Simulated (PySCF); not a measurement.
# Two-component Hartree-Fock for Pt³⁺ (platinum, charge +3)

Start: [Xe] 4f14 5d6 6p1; 5d3/2 filled at m_j = +3/2; 5d5/2 filled at m_j = -3/2, -1/2, +1/2, +3/2, +5/2; 6p3/2 filled at m_j = +3/2. Calculated with PySCF 2.14 in x2c-TZVPall-2c (11s11p10d2f, 108 functions): generalised Hartree-Fock with the X2C-1e Hamiltonian and a Gaussian nucleus; spin-orbit coupling (SO) screened by Boettger's factors. This is a chosen level, not necessarily the ground level.

```json
{"spinor shell": "1s1/2", "electrons": "2", "ε, screened SO (eV)": "-78844.6", "weight of nominal j (screened SO)": "1.000", "rms radius, screened SO (bohr)": "0.0194"}
{"spinor shell": "2s1/2", "electrons": "2", "ε, screened SO (eV)": "-14031.9", "weight of nominal j (screened SO)": "1.000", "rms radius, screened SO (bohr)": "0.0782"}
{"spinor shell": "2p1/2", "electrons": "2", "ε, screened SO (eV)": "-13427.5", "weight of nominal j (screened SO)": "1.000", "rms radius, screened SO (bohr)": "0.0663"}
{"spinor shell": "2p3/2", "electrons": "4", "ε, screened SO (eV)": "-11692.8", "weight of nominal j (screened SO)": "1.000", "rms radius, screened SO (bohr)": "0.0741"}
{"spinor shell": "3s1/2", "electrons": "2", "ε, screened SO (eV)": "-3394.6", "weight of nominal j (screened SO)": "1.000", "rms radius, screened SO (bohr)": "0.200"}
{"spinor shell": "3p1/2", "electrons": "2", "ε, screened SO (eV)": "-3124.1", "weight of nominal j (screened SO)": "1.000", "rms radius, screened SO (bohr)": "0.191"}
{"spinor shell": "3p3/2", "electrons": "4", "ε, screened SO (eV)": "-2736.9", "weight of nominal j (screened SO)": "1.000", "rms radius, screened SO (bohr)": "0.207"}
{"spinor shell": "3d3/2", "electrons": "4", "ε, screened SO (eV)": "-2291.8", "weight of nominal j (screened SO)": "1.000", "rms radius, screened SO (bohr)": "0.182"}
{"spinor shell": "3d5/2", "electrons": "6", "ε, screened SO (eV)": "-2208.6", "weight of nominal j (screened SO)": "1.000", "rms radius, screened SO (bohr)": "0.186"}
{"spinor shell": "4s1/2", "electrons": "2", "ε, screened SO (eV)": "-797.84", "weight of nominal j (screened SO)": "1.000", "rms radius, screened SO (bohr)": "0.441"}
{"spinor shell": "4p1/2", "electrons": "2", "ε, screened SO (eV)": "-682.03", "weight of nominal j (screened SO)": "1.000", "rms radius, screened SO (bohr)": "0.447"}
{"spinor shell": "4p3/2", "electrons": "4", "ε, screened SO (eV)": "-588.51", "weight of nominal j (screened SO)": "1.000", "rms radius, screened SO (bohr)": "0.480"}
{"spinor shell": "4d3/2", "electrons": "4", "ε, screened SO (eV)": "-398.51", "weight of nominal j (screened SO)": "0.999", "rms radius, screened SO (bohr)": "0.496"}
{"spinor shell": "4d5/2", "electrons": "6", "ε, screened SO (eV)": "-380.22", "weight of nominal j (screened SO)": "0.999", "rms radius, screened SO (bohr)": "0.508"}
{"spinor shell": "5s1/2", "electrons": "2", "ε, screened SO (eV)": "-160.87", "weight of nominal j (screened SO)": "1.000", "rms radius, screened SO (bohr)": "1.02"}
{"spinor shell": "4f5/2", "electrons": "6", "ε, screened SO (eV)": "-134.93", "weight of nominal j (screened SO)": "0.987", "rms radius, screened SO (bohr)": "0.563"}
{"spinor shell": "4f7/2", "electrons": "8", "ε, screened SO (eV)": "-131.24", "weight of nominal j (screened SO)": "0.990", "rms radius, screened SO (bohr)": "0.563"}
{"spinor shell": "5p1/2", "electrons": "2", "ε, screened SO (eV)": "-122.75", "weight of nominal j (screened SO)": "0.962", "rms radius, screened SO (bohr)": "1.10"}
{"spinor shell": "5p3/2", "electrons": "4", "ε, screened SO (eV)": "-103.77", "weight of nominal j (screened SO)": "0.981", "rms radius, screened SO (bohr)": "1.18"}
{"spinor shell": "5d5/2", "electrons": "5", "ε, screened SO (eV)": "-52.086", "weight of nominal j (screened SO)": "0.450", "rms radius, screened SO (bohr)": "1.53"}
{"spinor shell": "5d3/2", "electrons": "1", "ε, screened SO (eV)": "-47.997", "weight of nominal j (screened SO)": "0.617", "rms radius, screened SO (bohr)": "1.54"}
{"spinor shell": "6p3/2", "electrons": "1", "ε, screened SO (eV)": "-27.172", "weight of nominal j (screened SO)": "1.000", "rms radius, screened SO (bohr)": "3.14"}
```

| quantity | screened SO |
| --- | --- |
| E (hartree) | -18424.11586 |
| M_J | 11/2 |
| ⟨J²⟩ | 35.782 |
| ⟨L²⟩ | 13.333 |
| ⟨S²⟩ | 8.202 |

Each row is a mean over spinors that exchange with the open shell spreads, by up to 9.633 eV (5p3/2).

Rows whose weight is well below 1 are mixtures of j = l ± 1/2: exchange outweighs spin-orbit coupling there, and the label is only the starting occupation.

Breit and QED terms are absent; they matter most for the inner s and p1/2 levels.

Densities and radii are taken from the X2C orbitals without a picture-change correction, which distorts them close to the nucleus.
